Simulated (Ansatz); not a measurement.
Correlation energies of `[F][Al]1[CH2][GaH]1` by basis set

```csv
atom,x (Å),y (Å),z (Å)
F1,-2.914,-0.161,-0.624
Al2,-1.275,-0.002,-0.528
C3,0.155,-0.420,0.692
Ga4,0.977,0.822,-0.695
H5,0.396,-1.369,0.146
H6,0.379,-0.564,1.749
H7,2.282,1.694,-0.739
```

The species carries charge 0 and has multiplicity 1. Correlated methods include outer-core shells of Ga, which these sets cover unevenly. Scalar relativity is left out up to krypton. The structure was optimised at the PBE0-D4/def2-TZVP level. Frozen core, restricted reference, Ansatz 0.2.0.

```csv
basis,HF (Eh),MP2 corr.
def2-SVP,-2303.78844,-0.59643
def2-TZVPP,-2304.29662,-0.72137
def2-QZVPP,-2304.35024,-1.00963
```

(1) Estimate the CCSD correlation energy and the (T) correction in each basis where they were run (hartree).

Results:

(1) 
```tsv
basis	CCSD corr.	(T)
def2-SVP	-0.61155	-0.01925
def2-TZVPP	-0.73529	-0.03017
```
